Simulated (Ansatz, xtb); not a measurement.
**A geometry optimisation of F2GeHNP with r2SCAN-D4/def2-SVP**

The starting geometry of this gas-phase doublet was built from a drawn formula by distance geometry and a force field; its bonds are those of `[F][Ge]1([F])[NH][P]1`.

```yaml
atoms:
  - { symbol: F, position_ang: [-0.8337, 3.3663, -1.6725] }
  - { symbol: F, position_ang: [-0.2544, 2.3533, 1.1093] }
  - { symbol: Ge, position_ang: [-0.4504, 2.0621, -0.5581] }
  - { symbol: N, position_ang: [0.9435, 1.1661, -1.2080] }
  - { symbol: P, position_ang: [-0.2636, -0.0180, -1.3657] }
  - { symbol: H, position_ang: [1.5152, 0.8400, -0.3818] }
```

Problem. Where would you expect an optimisation with r2SCAN-D4/def2-SVP to take it?

Solution. It keeps its bonds, and is `[F][Ge]1([F])[NH][P]1`.

The energy falls by 0.91 eV over 9 steps:

| step | E − E(last) (eV) |
| --- | --- |
| 1 | 0.907 |
| 2 | 0.377 |
| 3 | 0.131 |
| 4 | 0.062 |
| 5 | 0.021 |
| 6 | 0.014 |
| 7 | 0.001 |
| 8 | 0.000 |
| 9 | 0.000 |

Final geometry (Å):

```xyz
6

F    -0.6554    3.4608   -1.4771
F    -0.7062    2.5777    1.0559
Ge   -0.5292    2.0008   -0.5626
N     0.9554    1.0003   -0.8819
P    -0.3667   -0.1066   -1.2927
H     1.9588    0.8367   -0.9184
```

From the same start GFN2-xTB ends elsewhere, differing in Ge3–N4 (2.40 against 1.82 Å here), Ge3–P5 (3.69 against 2.24 Å here).

The end wasn't checked by frequencies. Open shells are spin-unrestricted. Run with Ansatz 0.2.0, 38 s on 2 threads of Intel(R) Xeon(R) 6975P-C (Granite Rapids) (shared host).
